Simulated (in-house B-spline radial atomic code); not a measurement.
**Ionising Mn VII (Mn6+) with different functionals**

Computed with a radial B-spline atomic code at the basis-set limit: scalar-relativistic (spin-free X2C) Hamiltonian, Fermi nucleus of rms radius 3.7057 fm, spin-polarised at highest spin, spherical fractional occupations for the functionals, and exact exchange of hybrids averaged over the configuration. The ionisation energy is the difference of two self-consistent energies, [Ar] 3d1 → [Ne] 3s2 3p6, without Breit or QED terms; ε is the level of the shell that loses the electron (its least bound occupied spin orbital).

| method | rung | ΔSCF (eV) | -ε(3d) (eV) |
| --- | --- | --- | --- |
| PBE0 | global hybrid | 119.44 | 110.47 |
| B3LYP | global hybrid | 119.61 | 109.94 |
| TPSSh | global hybrid | 119.19 | 108.23 |
| BHandHLYP | global hybrid | 119.39 | 113.79 |
| r2SCAN0 | global hybrid | ? | ? |
| B97-1 | global hybrid | 119.41 | 109.88 |
| HSE06 | range-separated hybrid | ? | ? |
| wB97X | range-separated hybrid | 119.17 | 112.62 |
| CAM-B3LYP | range-separated hybrid | 119.57 | 111.96 |
| LC-wPBE | range-separated hybrid | 119.53 | 112.78 |

**Question.** What does r2SCAN0 give?

**Answer.** ΔSCF 118.97 eV, and -ε(3d) = 110.18 eV.

**Question.** What does HSE06 give?

**Answer.** ΔSCF 119.41 eV, and -ε(3d) = 110.00 eV.

**Question.** Among the functionals, which spreads more, the ΔSCF values or the orbital energies?

**Answer.** The orbital energies: ΔSCF values span about 0.64 eV and the orbital energies 5.56 eV; here energy differences depend much less on the functional than eigenvalues do.

**Question.** How do they compare with the NIST value?

**Answer.** NIST lists 119.20 eV ± 0.012 (measured, ground level to ground level). Errors run from -0.23 to +0.41 eV; TPSSh is closest (-0.01 eV), but part of that can be cancellation, since the calculations leave out spin-orbit coupling, Breit-QED terms, multiplet and fine-structure energies.
